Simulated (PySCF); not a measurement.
Compound: C₇H₅Cl.
SMILES: `C/C(=C\Cl)C#CC#C`

The calculation used PySCF 2.14.0, PBE0/def2-SVP geometry optimisation, gas phase.

Masses are those of the commonest isotopes; rigid-rotor values at the optimised geometry. 

(1) Give the principal moments of inertia and the rotational constants in GHz.

(2) What kind of rotor is it?

(3) Is it planar, by Δ = Ic − Ia − Ib?

(4) Give the other two planar moments, Paa and Pbb, and the rms extents of the mass along the axes.

(5) Give the coordinates in the principal-axis frame, origin at the centre of mass.

(6) List the rotational levels J(Ka,Kc) to J = 2 (K).

(7) Predict some low-J microwave lines.

(8) Estimate the classical rotational partition function at 200 K, 298.15 K and 500 K.

## Answers

(1) Ia = 80.35, Ib = 868.16, Ic = 945.34 u·Å²; 505379 MHz·u·Å²/I gives 6290, 582.1 and 534.6 MHz, that is A = 6.2901, B = 0.5821, C = 0.5346 GHz.

(2) A near-prolate asymmetric top; Ray's κ = -0.983.

(3) Not planar: Δ = Ic − Ia − Ib = -3.17 u·Å². For a rigid frame Δ = −2 Σ m c², so Σ m c² = 1.58 u·Å² lies off the ab plane, practically all of it from hydrogen. The atom farthest from that plane is 0.89 Å away.

(4) Paa = Σ m a² = (Ib + Ic − Ia)/2 = 866.58 and Pbb = Σ m b² = (Ia + Ic − Ib)/2 = 78.76 u·Å². With the mass M = 124.01 u, the rms extents √(P/M) along a, b and c are 2.64, 0.80, 0.11 Å.

(5) The sense of each axis is arbitrary; atoms in the order of the calculation.
| atom | mass (u) | a (Å) | b (Å) | c (Å) |
| --- | --- | --- | --- | --- |
| C1 | 12.000 | 4.702 | 0.424 | -0.001 |
| C2 | 12.000 | 3.498 | 0.238 | 0.000 |
| C3 | 12.000 | 2.146 | 0.027 | 0.000 |
| C4 | 12.000 | 0.936 | -0.151 | 0.001 |
| C5 | 12.000 | -0.461 | -0.420 | 0.001 |
| C6 | 12.000 | -0.895 | -1.857 | 0.000 |
| C7 | 12.000 | -1.301 | 0.637 | 0.001 |
| Cl8 | 34.969 | -3.013 | 0.506 | 0.000 |
| H9 | 1.008 | 5.763 | 0.588 | -0.002 |
| H10 | 1.008 | -1.989 | -1.937 | 0.001 |
| H11 | 1.008 | -0.497 | -2.377 | 0.885 |
| H12 | 1.008 | -0.499 | -2.375 | -0.887 |
| H13 | 1.008 | -0.937 | 1.666 | 0.002 |

(6) Above 0(0,0), as E/k:
J = 1: 1(0,1) 0.054, 1(1,1) 0.328, 1(1,0) 0.330
J = 2: 2(0,2) 0.161, 2(1,2) 0.432, 2(1,1) 0.439, 2(2,1) 1.261, 2(2,0) 1.261

(7) The dipole components are |μa| = 0.36 D, |μb| = 0.34 D, |μc| = 0.00 D; the mirror of this Cs structure is the ab plane, so μc vanishes by symmetry and there are no c-type lines. Intensities carry the squares of the components, which stand as 1.00 : 0.90 (a : b). Some lines, for components of 0.1 D or more:

```json
{"type": "a", "branch": "Q", "J(Ka,Kc)": "4(1,3) ← 4(1,4)", "MHz": "475", "lower level (cm⁻¹)": "0.556"}
{"type": "a", "branch": "R", "J(Ka,Kc)": "1(0,1) ← 0(0,0)", "MHz": "1117", "lower level (cm⁻¹)": "0.000"}
{"type": "a", "branch": "R", "J(Ka,Kc)": "2(1,2) ← 1(1,1)", "MHz": "2186", "lower level (cm⁻¹)": "0.228"}
{"type": "a", "branch": "R", "J(Ka,Kc)": "2(1,1) ← 1(1,0)", "MHz": "2281", "lower level (cm⁻¹)": "0.229"}
{"type": "a", "branch": "R", "J(Ka,Kc)": "3(0,3) ← 2(0,2)", "MHz": "3349", "lower level (cm⁻¹)": "0.112"}
{"type": "a", "branch": "R", "J(Ka,Kc)": "3(2,1) ← 2(2,0)", "MHz": "3351", "lower level (cm⁻¹)": "0.877"}
{"type": "a", "branch": "R", "J(Ka,Kc)": "3(1,2) ← 2(1,1)", "MHz": "3421", "lower level (cm⁻¹)": "0.305"}
{"type": "a", "branch": "R", "J(Ka,Kc)": "4(1,4) ← 3(1,3)", "MHz": "4371", "lower level (cm⁻¹)": "0.410"}
{"type": "a", "branch": "R", "J(Ka,Kc)": "4(3,2) ← 3(3,1)", "MHz": "4467", "lower level (cm⁻¹)": "1.944"}
{"type": "a", "branch": "R", "J(Ka,Kc)": "4(3,1) ← 3(3,0)", "MHz": "4467", "lower level (cm⁻¹)": "1.944"}
{"type": "b", "branch": "R", "J(Ka,Kc)": "1(1,1) ← 0(0,0)", "MHz": "6825", "lower level (cm⁻¹)": "0.000"}
{"type": "b", "branch": "R", "J(Ka,Kc)": "2(1,2) ← 1(0,1)", "MHz": "7894", "lower level (cm⁻¹)": "0.037"}
{"type": "b", "branch": "Q", "J(Ka,Kc)": "3(2,1) ← 3(1,2)", "MHz": "17054", "lower level (cm⁻¹)": "0.419"}
{"type": "b", "branch": "Q", "J(Ka,Kc)": "4(2,3) ← 4(1,4)", "MHz": "17433", "lower level (cm⁻¹)": "0.556"}
{"type": "b", "branch": "R", "J(Ka,Kc)": "4(2,3) ← 3(1,2)", "MHz": "21519", "lower level (cm⁻¹)": "0.419"}
{"type": "b", "branch": "R", "J(Ka,Kc)": "4(2,2) ← 3(1,3)", "MHz": "21809", "lower level (cm⁻¹)": "0.410"}
{"type": "b", "branch": "Q", "J(Ka,Kc)": "4(3,1) ← 4(2,2)", "MHz": "28655", "lower level (cm⁻¹)": "1.137"}
{"type": "b", "branch": "Q", "J(Ka,Kc)": "3(3,0) ← 3(2,1)", "MHz": "28657", "lower level (cm⁻¹)": "0.988"}
{"type": "b", "branch": "Q", "J(Ka,Kc)": "4(3,2) ← 4(2,3)", "MHz": "28660", "lower level (cm⁻¹)": "1.137"}
{"type": "b", "branch": "R", "J(Ka,Kc)": "4(3,1) ← 3(2,2)", "MHz": "33126", "lower level (cm⁻¹)": "0.988"}
{"type": "b", "branch": "Q", "J(Ka,Kc)": "4(4,0) ← 4(3,1)", "MHz": "40122", "lower level (cm⁻¹)": "2.093"}
```

(8) Point group Cs, symmetry number σ = 1; q = (√π/σ)·√((kT/h)³/(ABC)), k/h = 20836.6 MHz/K: 341000 at 200 K, 620000 at 298.15 K, 1350000 at 500 K.

PBE0/def2-SVP frequencies: not computed here. No vibrational averaging or centrifugal distortion is included, and the geometry carries the error of its method. A rigid rotor knows nothing of internal rotation, which can split or shift real lines. Quadrupole hyperfine structure (35Cl) is left out.
